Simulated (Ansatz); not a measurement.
Harmonic frequencies (cm⁻¹) at PBE0-D4/def2-TZVP from Ansatz: 86, 94, 329, 383, 415, 501, 562, 674, 856, 928, 934, 2077, 2217, 2235, 2250.

**Question.** Which molecule is it?
A. `O=C=N[Si](Cl)Cl`•
B. `O[Si](O)Cl`•
C. `[SiH3][GeH][Cl]`•
D. `[CH2][SiH3]`•

**Answer.** C.
